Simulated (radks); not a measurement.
Neutral lithium inside a hard spherical wall (all orbitals vanish at R), configuration held at [He] 2s1 and not refilled when levels cross. All-electron calculation, scalar-relativistic Kohn-Sham, PBE, spin-unpolarised, spherical densities, finite nucleus; Fermi nuclear charge, rms radius 2.444 fm; without spin polarisation the odd electron is poorly described. Program: a radial shooting solver on a logarithmic mesh with Libxc functionals. Eigenvalues in eV, with the zero of energy where the potential of the charges vanishes at infinity; a dash marks a level that is unbound or too diffuse for the functional's potential to be trusted. A positive occupied level is held by the wall or, in an anion where self-interaction has pushed it up, behind a barrier. The pressure on the wall is -dE/dV.

| R (bohr) | E (hartree) | kinetic (hartree) | e(1s) | e(2s) | e(2p, empty) | e(3s, empty) | pressure (GPa) |
|---|---|---|---|---|---|---|---|
| free | -7.45220 | 7.404 | -51.855 | -2.874 | -1.090 | - | 0 |
| 20 | -7.45220 | 7.404 | -51.855 | -2.874 | -1.089 | 0.070 | < 0.0001 |
| 15 | -7.45218 | 7.405 | -51.850 | -2.871 | -1.076 | 0.428 | 0.000199 |
| 10 | -7.45059 | 7.416 | -51.662 | -2.750 | -0.834 | 2.447 | 0.0311 |
| 8 | -7.44404 | 7.447 | -51.205 | -2.400 | -0.300 | 5.378 | 0.240 |
| 7 | -7.43402 | 7.486 | -50.724 | -1.955 | 0.295 | 8.266 | 0.696 |
| 6 | -7.41150 | 7.560 | -49.940 | -1.071 | 1.363 | 13.175 | 2.15 |
| 5 | -7.35877 | 7.705 | -48.666 | 0.794 | 3.367 | 22.137 | 7.47 |
| 4 | -7.22452 | 8.024 | -46.519 | 5.167 | 7.449 | 40.293 | 31.3 |
| 3.5 | -7.08206 | 8.333 | -44.871 | 9.606 | 11.140 | 56.811 | 71.4 |
| 1.5 | -2.23759 | 16.933 | -18.223 | 141.67 | 91.914 | 423.81 | 10200 |
